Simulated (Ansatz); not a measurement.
C6H16Cl2N2Zr, SMILES `CC(C)[NH][Zr]([Cl])([Cl])[NH]C(C)C` from Hartree–Fock to CCSD(T)

Cartesian coordinates in Å:
```
C 1.2362 1.6249 1.0080
C 0.9786 0.7420 2.2132
C -0.2749 1.1785 2.9596
N 0.8925 -0.6578 1.8251
Zr 0.8239 -1.8694 0.2257
Cl -0.9061 -3.4483 0.6376
Cl 2.9416 -2.9056 -0.0127
N 0.5765 -0.7390 -1.4121
C -0.5552 -0.0339 -1.9930
C -1.7813 -0.2177 -1.1163
C -0.8223 -0.4943 -3.4177
H 0.4032 1.5757 0.3026
H 2.1433 1.3196 0.4821
H 1.3553 2.6640 1.3217
H 1.8346 0.8543 2.8945
H -0.4528 0.5474 3.8339
H -1.1501 1.1048 2.3084
H -0.1853 2.2124 3.3029
H 0.8220 -1.2307 2.6667
H 1.4051 -0.6381 -1.9928
H -0.3168 1.0405 -2.0204
H -1.5905 0.1105 -0.0894
H -2.6204 0.3662 -1.4985
H -2.0868 -1.2676 -1.0898
H -1.0855 -1.5551 -3.4293
H 0.0600 -0.3559 -4.0479
H -1.6447 0.0724 -3.8619
```

The species carries charge 0 and has multiplicity 1. Correlated methods include outer-core shells of Zr, which these sets cover unevenly. Zr: def2 effective core potential. The geometry is a stationary point of PBE0-D4/def2-TZVP. It is one conformer, not always the lowest. Frozen core, restricted reference, Ansatz 0.2.0.

```tsv
basis	HF (Eh)	MP2 corr.
def2-SVP	-1310.66271	-1.73180
def2-TZVPP	-1311.36722	-2.22061
def2-QZVPP	-1311.41267	-2.40490
```

Task: Estimate the CCSD correlation energy and the (T) correction in each basis where they were run (hartree).

Result: 
```json
{"basis": "def2-SVP", "CCSD corr.": "-1.84071", "(T)": "-0.06112"}
{"basis": "def2-TZVPP", "CCSD corr.": "-2.31306", "(T)": "-0.10282"}
```
